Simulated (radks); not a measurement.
Results of a calculation; reference values are marked as such.
Charge is removed step by step from the 3p down level of the copper ion Cu3+, starting from [Ne] 3s2 3p(up 3, down 3) 3d8. Level of theory: scalar-relativistic Kohn-Sham, PBE, spin-polarised, spherical densities, point nucleus; open shells are filled with parallel spins first (a radial shooting solver on a logarithmic mesh with Libxc functionals).

removed (e)  E - E(0) (eV)  eigenvalue (eV)  E minus straight line (eV)
0                    0.000          -116.47                       0.000
0.1                 11.752          -118.65                      -1.010
0.2                 23.723          -120.85                      -1.802
0.3                 35.916          -123.08                      -2.371
0.4                 48.332          -125.32                      -2.718
0.5                 60.974          -127.58                      -2.839
0.6                 73.842          -129.86                      -2.733
0.7                 86.940          -132.16                      -2.397
0.8                 100.27          -134.48                      -1.831
0.9                 113.83          -136.82                      -1.033
1                   127.63          -139.17                       0.000

Removing the whole electron costs 127.63 eV by Delta-SCF, against 116.47 eV from minus the eigenvalue at the starting occupation. Slater's transition state (half an electron removed) gives 127.58 eV. Integrating minus the eigenvalue over the occupation (Janak's theorem) gives 127.66 eV. In this scalar-relativistic scheme the density is built from large components alone, so the theorem holds only approximately. The mean slope of the eigenvalue, de/dn, is 22.7 eV per electron.
